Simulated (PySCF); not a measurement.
V(OH)3 (H3O3V), SMILES [OH][V]([OH])[OH] (connectivity only; charge and spin as stated), neutral, multiplicity 3.

Geometry: B3LYP-D3(BJ)/def2-SVP. The geometry has at least one imaginary mode, so it is a saddle point at that level. The multiplicity is an assumed one; other spin states were not compared. The values are those of a single conformer.

Two levels are set side by side: PBE/def2-TZVPD (PySCF) and ωB97X/def2-TZVPD (PySCF). Same geometry, gas phase. Differences are taken from unrounded values.

```json
[
 {"quantity": "α-spin orbital gap (eV)", "ωB97X": "9.59"},
 {"quantity": "β-spin orbital gap (eV)", "ωB97X": "10.93"},
 {"quantity": "dipole moment (D)", "ωB97X": "3.02"},
 {"quantity": "mean polarisability (bohr³)", "ωB97X": "47.5"}
]
```

**Question.** What does PBE give, and how far is it from ωB97X? (The exact figures need the calculation; the answer reports its results.)

**Answer.** 
```csv
quantity,PBE,PBE minus ωB97X
α-spin orbital gap (eV),0.80,-8.79
β-spin orbital gap (eV),4.51,-6.42
dipole moment (D),2.96,-0.06
mean polarisability (bohr³),55.2,7.6
```

Loosely held outer electrons make PBE densities more polarisable. Differences between two approximate levels are no errors against the true value.

Rough cost on one machine, each run with all the roots and properties that it gave: ωB97X against PBE within a factor of 2.
